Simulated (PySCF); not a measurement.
`C/C(F)=P/CP(C)C`, C5H11FP2

Molfile (atoms numbered from 1):
```
C5H11FP2
     RDKit          3D

 19 18  0  0  0  0  0  0  0  0999 V2000
    3.5880    0.1319   -0.8193 C   0  0  0  0  0  0  0  0  0  0  0  0
    2.2560    0.0187   -0.1690 C   0  0  0  0  0  0  0  0  0  0  0  0
    1.9186   -1.2576    0.1384 F   0  0  0  0  0  0  0  0  0  0  0  0
    1.2411    1.3075    0.1955 P   0  0  0  0  0  0  0  0  0  0  0  0
   -0.1872    0.3849    0.9431 C   0  0  0  0  0  0  0  0  0  0  0  0
   -1.0564   -0.6153   -0.3763 P   0  0  0  0  0  0  0  0  0  0  0  0
   -1.9182    0.7930   -1.2104 C   0  0  0  0  0  0  0  0  0  0  0  0
   -2.4595   -1.2056    0.6761 C   0  0  0  0  0  0  0  0  0  0  0  0
    3.8073    1.1761   -1.0250 H   0  0  0  0  0  0  0  0  0  0  0  0
    3.5992   -0.4328   -1.7530 H   0  0  0  0  0  0  0  0  0  0  0  0
    4.3632   -0.2835   -0.1731 H   0  0  0  0  0  0  0  0  0  0  0  0
    0.1819   -0.2996    1.7105 H   0  0  0  0  0  0  0  0  0  0  0  0
   -0.8765    1.1007    1.4015 H   0  0  0  0  0  0  0  0  0  0  0  0
   -2.6041    0.3925   -1.9546 H   0  0  0  0  0  0  0  0  0  0  0  0
   -1.1775    1.4107   -1.7170 H   0  0  0  0  0  0  0  0  0  0  0  0
   -2.4722    1.4018   -0.4969 H   0  0  0  0  0  0  0  0  0  0  0  0
   -2.9205   -0.3860    1.2268 H   0  0  0  0  0  0  0  0  0  0  0  0
   -2.0892   -1.9534    1.3751 H   0  0  0  0  0  0  0  0  0  0  0  0
   -3.2038   -1.6747    0.0352 H   0  0  0  0  0  0  0  0  0  0  0  0
  1  2  1  0
  2  3  1  0
  2  4  2  0
  4  5  1  0
  5  6  1  0
  6  7  1  0
  6  8  1  0
  1  9  1  0
  1 10  1  0
  1 11  1  0
  5 12  1  0
  5 13  1  0
  7 14  1  0
  7 15  1  0
  7 16  1  0
  8 17  1  0
  8 18  1  0
  8 19  1  0
M  END
```

Level of theory: GIAO PBE0/pcSseg-1 magnetisability, rotational g tensor and spin-rotation constants, non-relativistic, gas phase (PySCF). Geometry: GFN2-xTB.

Task: Give the nuclear spin-rotation constants along the inertial axes (H = +C I·J) beside the isotropic shieldings.

Result: Rotational constants 2.5869, 0.8118, 0.7333 GHz. A star marks the isotopologue with that one atom substituted, in its own axes.
| atom | isotope | Caa (kHz) | Cbb (kHz) | Ccc (kHz) | mean (kHz) | σ (ppm) |
| --- | --- | --- | --- | --- | --- | --- |
| F3 | 19F | 6.275 | 1.714 | 0.566 | 2.852 | 162.5 |
| P4 | 31P | 5.506 | 1.849 | 1.069 | 2.808 | 168.8 |
| P6 | 31P | 3.427 | 1.269 | 1.057 | 1.918 | 376.4 |
| H9 | 1H | -0.212 | 0.013 | -0.085 | -0.095 | 29.2 |
| H10 | 1H | -0.273 | -0.077 | 0.012 | -0.113 | 29.3 |
| H11 | 1H | -0.108 | -0.055 | -0.055 | -0.073 | 29.3 |
| H12 | 1H | -0.260 | -0.021 | -0.041 | -0.107 | 29.2 |
| H13 | 1H | -0.162 | -0.053 | -0.058 | -0.091 | 30.6 |
| H14 | 1H | -0.139 | -0.087 | -0.031 | -0.086 | 30.6 |
| H15 | 1H | -0.088 | -0.055 | -0.070 | -0.071 | 30.2 |
| H16 | 1H | -0.229 | -0.063 | -0.034 | -0.109 | 31.1 |
| H17 | 1H | -0.245 | -0.042 | -0.047 | -0.111 | 31.0 |
| H18 | 1H | -0.261 | -0.018 | -0.055 | -0.112 | 30.4 |
| H19 | 1H | -0.100 | -0.090 | -0.040 | -0.076 | 30.6 |
| C1 | 13C* | 0.348 | 0.140 | 0.113 | 0.201 | 159.8 |
| C2 | 13C* | 1.369 | 0.439 | 0.225 | 0.678 | -40.6 |
| C5 | 13C* | 0.426 | 0.144 | 0.109 | 0.227 | 154.5 |
| C7 | 13C* | 0.402 | 0.107 | 0.108 | 0.205 | 166.8 |

For the geometry as given, no vibrational averaging.

Task: How do the rotational constants and the g tensor change when H9, H10, H11, H12, H13, H14, H15, H16, H17, H18, H19 are replaced by deuterium?

Result: Constants 2.2184, 0.6938, 0.6356 GHz; g -0.0172, -0.0053, -0.0027, against -0.0199, -0.0062, -0.0031 before.
